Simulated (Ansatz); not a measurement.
Basis-set series for `[F][GaH2]`. Total charge 0; spin multiplicity 1. The geometry is a stationary point of PBE0-D4/def2-TZVP.

| functional | basis | functions | energy (Eh) | HOMO (eV) | LUMO (eV) |
| --- | --- | --- | --- | --- | --- |
| PBE0-D4 | def2-TZVPP | 107 | -2025.61700 | -8.97 | -1.63 |
| PBE0-D4 | def2-QZVPP | 206 | -2025.66734 | -8.99 | -1.67 |
| ωB97M-V | def2-TZVPP | 107 | -2025.83279 | -11.21 | 0.08 |
| ωB97M-V | def2-QZVPP | 206 | -2025.88147 | -11.24 | -0.11 |

Problem. Give the rows for def2-SVP. (Estimate.)

Solution. Computed: 
```
functional     basis  functions  energy (Eh)  HOMO (eV)  LUMO (eV)
   PBE0-D4  def2-SVP         56  -2025.24164      -8.87      -1.53
   ωB97M-V  def2-SVP         56  -2025.45481     -11.07       0.23
```

Positive LUMOs are unbound and depend on the basis. Scalar relativity is left out up to krypton.
